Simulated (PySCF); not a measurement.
A calculated (PBE, PySCF 2.14, x2c-TZVPall, the spin-free X2C one-electron Hamiltonian (Gaussian nucleus)) atom or ion has these occupied shells.

| shell | electrons | orbital energy (eV) | rms radius, mean of both spins (bohr) |
| --- | --- | --- | --- |
| 1s α | 1 | -11718.2 | 0.0524 |
| 1s β | 1 | -11718.1 | 0.0524 |
| 2s α | 1 | -1496.5 | 0.220 |
| 2s β | 1 | -1496.5 | 0.220 |
| 2p α | 3 | -1313.8 | 0.196 |
| 2p β | 3 | -1313.7 | 0.196 |
| 3s α | 1 | -200.07 | 0.642 |
| 3s β | 1 | -199.95 | 0.642 |
| 3p α | 3 | -143.53 | 0.668 |
| 3p β | 3 | -143.39 | 0.668 |
| 3d α | 5 | -50.578 | 0.761 |
| 3d β | 5 | -50.369 | 0.761 |
| 4s α | 1 | -24.022 | 2.01 |
| 4s β | 1 | -22.286 | 2.01 |
| 4p α | 2 | -14.027 | 2.50 |

Problem. Name the element and its charge.

Solution. As⁺ (arsenic, charge +1), in [Ar] 3d10 4s2 4p2, high-spin 3P determinant.
